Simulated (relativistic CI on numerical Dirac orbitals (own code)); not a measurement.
## Ag2+: M2,3 absorption edge

Computed with this model: Dirac-Coulomb-Breit CI, separate exchange-only KLI orbitals for each configuration, a model potential for QED, valence Slater integrals scaled by 0.7, multiplet model of core-to-valence dipole absorption; configurations [Kr] 4d9 → [Ne] 3s2 3p5 3d10 4s2 4p6 4d10; 10 K; Lorentzian 1.2 eV and Gaussian 0.4 eV FWHM. Energies are those of the free ion, without screening or charge transfer. The branching ratio is the share of the lower-energy edge in the whole absorption, uncertain by about 0.02 where the edges overlap. S is read from ⟨S²⟩ = S(S + 1).

Field parameters in Wybourne normalisation: D3d B²₀ = −7Dσ, B⁴₀ = −14Dq − 21Dτ, B⁴₃ = −14√(10/7) Dq. The field is a parameter set, without covalency.

Computed curve for free ion, scaled to 100 at the maximum (points under 2 are left out and the grid is thinned):

Energy (eV), Intensity and a bar:
```
   567.25        2.2 
   567.50        2.5 
   567.75        2.9 
   568.00        3.3 
   568.25        3.8 #
   568.50        4.5 #
   568.75        5.3 #
   569.00        6.4 #
   569.25        7.9 ##
   569.50       10.0 ##
   569.75       12.9 ###
   570.00       17.2 #####
   570.25       23.8 #######
   570.50       34.4 ##########
   570.75       51.1 ###############
   571.00       74.5 ######################
   571.25       96.5 #############################
   571.50      100.0 ##############################
   571.75       81.7 ########################
   572.00       57.3 #################
   572.25       38.4 ###########
   572.50       26.3 #######
   572.75       18.8 #####
   573.00       13.9 ####
   573.25       10.7 ###
   573.50        8.4 ##
   573.75        6.8 #
   574.00        5.6 #
   574.25        4.7 #
   574.50        4.0 #
   574.75        3.4 
   575.00        3.0 
   575.25        2.6 
   575.50        2.3 
   575.75        2.1
```

The ground state has S = 0.50, and the centroid lies at 571.41 eV.
